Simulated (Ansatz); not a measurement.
**C2H10AlN: which of these isomers lies lowest?**

2 of its isomers, all singlets with charge 0: A = `[CH3][AlH-]([CH3])[NH3+]`; B = `C[NH+](C)[AlH3-]`.

Shapes, held fixed at every level: PBE0-D4/def2-TZVP. Programs: Ansatz 0.2.0.

A:

```xyz
14

C    -0.9305    1.0520   -1.2942
Al   -0.4874    0.1558    0.4117
C     1.1719    0.7030    1.3375
N     0.0558   -1.7224   -0.2717
H    -1.7404    0.5567   -1.8417
H    -1.2656    2.0800   -1.1169
H    -0.0712    1.1225   -1.9717
H    -1.7234   -0.3070    1.3378
H     1.0555    1.6946    1.7887
H     1.4511    0.0269    2.1536
H     2.0316    0.7734    0.6606
H     0.3061   -2.3258    0.5048
H    -0.7155   -2.1585   -0.7662
H     0.8488   -1.6804   -0.9036
```

B:

```xyz
14

C    -0.2358    1.1185   -0.9345
N    -0.4106    0.1261    0.1321
C     0.2993    0.5064    1.3587
Al    0.1471   -1.7388   -0.4965
H    -0.8114    0.8137   -1.8079
H    -0.5522    2.1147   -0.6107
H     0.8191    1.1494   -1.2099
H    -1.4020    0.0516    0.3435
H     1.3698    0.5187    1.1500
H     0.1071   -0.2373    2.1313
H    -0.0098    1.4954    1.7103
H    -0.2112   -2.5915    0.8159
H     1.7004   -1.4526   -0.7881
H    -0.8226   -1.9035   -1.7655
```

Electronic energies in kJ/mol, without zero-point or thermal terms.

| level | kind | B − A |
| --- | --- | --- |
| r2SCAN-D4/def2-TZVPP | meta-GGA | +130.6 |
| B3LYP-D4/def2-TZVPP | global hybrid | +120.0 |
| PBE0-D4/def2-TZVPP | global hybrid | +123.3 |
| wB97M-V/def2-TZVPP | range-separated hybrid | +125.5 |
| wB97X-V/def2-TZVPP | range-separated hybrid | +114.0 |
| MP2/def2-SVP | perturbation theory | +105.8 |
| CCSD(T)/def2-SVP | coupled cluster or CI | +95.7 |
| CCSD(T)/CBS estimate | coupled cluster or CI | +124.9 |

The highest level, CCSD(T)/CBS estimate, puts A lowest of these. All levels agree on that. The B − A difference spans +95.7 to +130.6 kJ/mol over the levels. The CBS estimate extrapolates MP2 from def2-TZVPP and def2-QZVPP and adds CCSD(T) − MP2 in the triple-zeta set, cores frozen.
